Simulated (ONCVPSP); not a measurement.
What one change does to a pseudopotential (Ce (Z = 58), ONCV)

cerium (Ce), optimised norm-conserving Vanderbilt (ONCV), made with ONCVPSP 4.0.1 (LDA (Perdew-Zunger), scalar-relativistic). Core [Kr] 4d10, reference 4f1 5s2 5p6 5d1 6s1.75 6p0.25. Waves: 5s+6s: rc 2.25 bohr, ncon 4, nbas 8, qcut 4.8 1/bohr, 2 projectors; 5p+6p: rc 2.65 bohr, ncon 3, nbas 6, qcut 6 1/bohr, 2 projectors; 5d: rc 3.40 bohr, ncon 4, nbas 9, qcut 3.9 1/bohr, 2 projectors, debl 2 Ha; 4f: rc 1.45 bohr, ncon 3, nbas 8, qcut 11.8 1/bohr, 2 projectors, debl 1.6 Ha. Local part: polynomial inside 1.40 bohr (lpopt 5, dvloc0 6 Ha). Core correction: Teter function, fcfact 4.75, rcfact 1.4.

All-electron outer shells of the reference configuration (LDA (Perdew-Zunger), scalar-relativistic, ld1.x):

```tsv
shell	level (eV)	outermost node (bohr)	outermost maximum (bohr)
4p	-210.92	0.33	0.62
4d	-110.73	0.31	0.66
5s	-41.02	0.75	1.37
5p	-23.59	0.81	1.53
4f	-5.90	–	0.71
6s	-4.06	1.81	3.68
5d	-3.42	0.92	2.18
6p	-1.56	2.15	4.84
```

Change: core correction Teter function, fcfact 4.75, rcfact 1.74.

Cutoffs: the cutoffs (Ha) at which the residual kinetic energy of the hardest occupied pseudo-wave falls to 1 and 0.1 mHa per electron; they do not see the model core or the augmentation charge, which bear on the density cutoff. Errors are all-electron minus pseudo energies relative to the spin-unpolarised reference configuration.

Q: Predict the effect on cutoff, ghosts and configuration errors.

A: The potential gets neither clearly harder nor softer (57 Ha and 62 Ha → 57 Ha and 62 Ha); of the 3 tests that both files solve, the error grows in 2 and shrinks in 0 by more than 15 % and 0.3 meV (median size 1.4 → 1.7 meV); neither file shows a bound ghost. A model core, the more so a compact one, raises the density cutoff, which this test does not measure.

| quantity | base | changed |
| --- | --- | --- |
| cutoff, loose | 57 Ha | 57 Ha |
| cutoff, tight | 62 Ha | 62 Ha |
| bound ghosts | none | none |
| GHOST(+) flags under 300 eV | d at 67.0 eV, s at 94.3 eV | d at 67.0 eV, s at 94.3 eV |
| tests counted as reliable (solved cleanly; for ONCVPSP, near-neutral configurations with less than one 5d electron left out) | 3 of 4 | 3 of 4 |
| error for 4f1 5s2 5p6 5d1 6s2 6p0, meV [ΔE -0.62 eV] | 0.0 | 0.0 |
| error for 4f1 5s2 5p6 5d1 6s1 6p0, meV [ΔE 5.65 eV] | -1.4 | -1.7 |
| error for 4f1 5s2 5p6 5d1 6s0 6p0, meV [ΔE 17.00 eV] | -5.8 | -8.2 |
| s: phases at 2.28 bohr within 0.05 rad from the reference energy up to (Ha; the scan ends near 5) | 3.2 | 3.2 |
| p: phases at 2.69 bohr within 0.05 rad from the reference energy up to (Ha; the scan ends near 5) | 3.7 | 3.7 |
| d: phases at 3.44 bohr within 0.05 rad from the reference energy up to (Ha; the scan ends near 5) | 2.4 | 2.4 |
| f: phases at 1.47 bohr within 0.05 rad from the reference energy up to (Ha; the scan ends near 5) | to the end of the scan | to the end of the scan |
| rms error of d²Exc/dni dnj with the model core, mHa | 3.75 | 3.20 |
